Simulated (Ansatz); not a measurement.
`CN(C)[Si]F`, 11 atoms. Charge 0, multiplicity 1. All runs use 4 threads of an AMD EPYC 9R45 on a shared host. Correlated methods freeze the cores.

(1) How many basis functions does each run have, and how long does it take in Ansatz? RHF-CCSD(T)/def2-TZVPP energy; RKS r2SCAN0-D4/def2-TZVPP energy; RKS PBE0-D4/def2-TZVP relaxation (6 steps); direct RPA on PBE orbitals/def2-TZVPP energy; RHF-CCSD(T)/def2-SVP energy; RKS ωB97M-V/def2-TZVPP energy and forces; RKS SPW92 (LDA)/def2-TZVPP energy; RKS LC-ωPBE/def2-TZVPP energy; RHF-MP2/def2-QZVPP energy; RKS ωB97M-V/def2-SVP energy; RKS PBE0-D4/def2-TZVP frequencies; RKS PBE0-D4/def2-QZVPP energy. (An estimate is asked.)

Answers

(1) The calculation gave: Other jobs shared the machine, so times are rough.

```tsv
level	job	functions	wall time	peak host memory (GiB)
RKS SPW92 (LDA)/def2-TZVPP	energy	250	0.7 s	0.32
RKS LC-ωPBE/def2-TZVPP	energy	250	1.3 s	0.53
RKS ωB97M-V/def2-SVP	energy	104	1.6 s	0.53
RKS r2SCAN0-D4/def2-TZVPP	energy	250	2 s	0.62
direct RPA on PBE orbitals/def2-TZVPP	energy	250	2.5 s	0.66
RHF-CCSD(T)/def2-SVP	energy	104	2.6 s	0.53
RKS PBE0-D4/def2-QZVPP	energy	478	3.6 s	1.6
RKS ωB97M-V/def2-TZVPP	energy and forces	250	4.4 s	0.89
RKS PBE0-D4/def2-TZVP	relaxation (6 steps)	197	11 s	0.48
RHF-MP2/def2-QZVPP	energy	478	11 s	3.1
RHF-CCSD(T)/def2-TZVPP	energy	250	57 s	5.5
RKS PBE0-D4/def2-TZVP	frequencies	197	71 s	0.53
```

LC-ωPBE has ω = 0.4 bohr⁻¹.
